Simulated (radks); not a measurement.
Valence configurations of neutral palladium (all share [Kr]). Calculated with a radial shooting solver on a logarithmic mesh with Libxc functionals: Dirac Kohn-Sham, BLYP, spin-unpolarised, spherical densities, finite nucleus; open shells are shared between the two j in proportion to 2j + 1; Fermi nuclear charge, rms radius 4.5318 fm. Energies are relative to 4d10; eigenvalues in eV.

[
 {"valence": "4d10", "E (eV)": "0.000", "e(4d3/2)": "-4.295", "e(4d5/2)": "-3.859", "e(5p1/2)": "-", "e(5p3/2)": "-", "e(5s1/2)": "-"},
 {"valence": "4d9 5p1", "E (eV)": "5.131", "e(4d3/2)": "-8.664", "e(4d5/2)": "-8.187", "e(5p1/2)": "-1.775", "e(5p3/2)": "-1.629", "e(5s1/2)": "-"},
 {"valence": "4d8 5s1 5p1", "E (eV)": "8.815", "e(4d3/2)": "-11.519", "e(4d5/2)": "-11.007", "e(5p1/2)": "-2.172", "e(5p3/2)": "-1.979", "e(5s1/2)": "-6.533"},
 {"valence": "4d8.5 5s1 5p0.5", "E (eV)": "4.663", "e(4d3/2)": "-9.232", "e(4d5/2)": "-8.740", "e(5p1/2)": "-1.591", "e(5p3/2)": "-1.441", "e(5s1/2)": "-5.534"},
 {"valence": "4d7 5s1 5p2", "E (eV)": "19.731", "e(4d3/2)": "-16.055", "e(4d5/2)": "-15.502", "e(5p1/2)": "-3.230", "e(5p3/2)": "-2.951", "e(5s1/2)": "-8.334"},
 {"valence": "4d7.5 5s1 5p1.5", "E (eV)": "13.834", "e(4d3/2)": "-13.786", "e(4d5/2)": "-13.254", "e(5p1/2)": "-2.712", "e(5p3/2)": "-2.476", "e(5s1/2)": "-7.457"},
 {"valence": "4d8 5s2", "E (eV)": "4.499", "e(4d3/2)": "-9.829", "e(4d5/2)": "-9.322", "e(5p1/2)": "-", "e(5p3/2)": "-", "e(5s1/2)": "-5.401"},
 {"valence": "4d7 5s1.5 5p1.5", "E (eV)": "17.118", "e(4d3/2)": "-15.384", "e(4d5/2)": "-14.833", "e(5p1/2)": "-2.934", "e(5p3/2)": "-2.671", "e(5s1/2)": "-7.920"},
 {"valence": "4d9.5 5p0.5", "E (eV)": "2.177", "e(4d3/2)": "-6.532", "e(4d5/2)": "-6.076", "e(5p1/2)": "-1.206", "e(5p3/2)": "-1.101", "e(5s1/2)": "-"},
 {"valence": "4d9 5s1", "E (eV)": "1.366", "e(4d3/2)": "-6.864", "e(4d5/2)": "-6.393", "e(5p1/2)": "-", "e(5p3/2)": "-", "e(5s1/2)": "-4.389"}
]

NIST lists [Kr] 4d10 as the ground configuration; this level of theory agrees among the configurations tried. The energies are those of spherical spin-averaged densities, not of single terms.
